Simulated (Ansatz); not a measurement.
`[CH3][Ge]([OH])([OH])[F]` + `N[CH2][GeH2][NH2]` → `[CH3][Ge]([NH2])([OH])[F]` + `N[CH2][GeH2][OH]`  (redistribution)

Gas-phase electronic energies from Ansatz, PBE0-D4/def2-TZVP geometries. CCSD(T)/CBS adds triple-zeta CCSD(T) − MP2 to the extrapolated MP2 energy (def2 sets, frozen cores). Functionals use def2-TZVPP. B3LYP here is the variant with VWN-RPA as its local correlation; programs differ in this. For Ge outer-core shells are correlated without core-valence functions, which leaves a few kJ/mol of doubt a bond. Scalar relativity is left out up to krypton. Each species was taken in one conformer, which may not be the lowest.

`[CH3][Ge]([OH])([OH])[F]`:

```xyz
10

C    -1.365   -0.329   -0.573
Ge    0.350    0.216    0.086
O     0.165    0.957    1.665
O     1.570   -1.054    0.194
F     1.067    1.379   -0.996
H    -2.055    0.513   -0.521
H    -1.746   -1.146    0.039
H    -1.274   -0.661   -1.607
H     0.997    1.033    2.139
H     2.289   -0.908   -0.426
```

`N[CH2][GeH2][NH2]`:

Cartesian coordinates in Å:
```
N -1.956 -0.056 0.705
C -0.521 0.141 0.844
Ge 0.375 -0.407 -0.825
N 2.163 0.036 -0.919
H -2.445 0.159 1.565
H -2.338 0.547 -0.013
H -0.147 -0.512 1.637
H -0.210 1.165 1.100
H -0.323 0.314 -1.997
H 0.290 -1.932 -0.997
H 2.753 -0.476 -0.279
H 2.360 1.022 -0.820
```

`[CH3][Ge]([NH2])([OH])[F]`:

Z-matrix (Å, degrees):
```
C
Ge 1 1.927
H 1 1.090 2 109.4
H 1 1.091 2 109.9 3 -119.4
H 1 1.090 2 110.2 3 119.9
N 2 1.802 1 113.9 3 171.3
O 2 1.769 1 115.4 3 -62.3
F 2 1.746 1 106.9 3 50.8
H 6 1.008 2 116.7 1 148.4
H 6 1.007 2 117.6 1 12.3
H 7 0.961 2 111.6 1 96.3
```

`N[CH2][GeH2][OH]`:

```xyz
11

N    -1.836    0.297    0.097
C    -0.657   -0.510    0.379
Ge    0.881    0.278   -0.532
O     2.306   -0.490    0.229
H    -2.674   -0.140    0.460
H    -1.764    1.207    0.534
H    -0.798   -1.509   -0.042
H    -0.411   -0.641    1.441
H     0.929    1.806   -0.291
H     0.896   -0.002   -2.049
H     3.127   -0.297   -0.227
```

```csv
level,ΔE (kJ/mol),difference from CCSD(T)/CBS
r2SCAN-D4,3.3,1.1
PBE0-D4,2.6,0.4
B3LYP-D4,1.8,-0.4
r2SCAN,3.3,1.1
B3LYP,2.2,0.0
SCS-MP2/def2-TZVPP,3.5,1.3
CCSD(T)/def2-TZVPP,4.0,1.8
MP2/def2-QZVPP,3.1,0.9
MP2/CBS(def2),2.4,0.2
CCSD/CBS(def2),1.4,-0.8
CCSD(T)/CBS,2.2,0
```

Largest T1 diagnostic among the species: 0.012.

In def2-TZVPP, CCSD(T) changes the Hartree–Fock value by +3.4 kJ/mol (the triples alone add +0.8 kJ/mol) and MP2 by +3.5 kJ/mol.
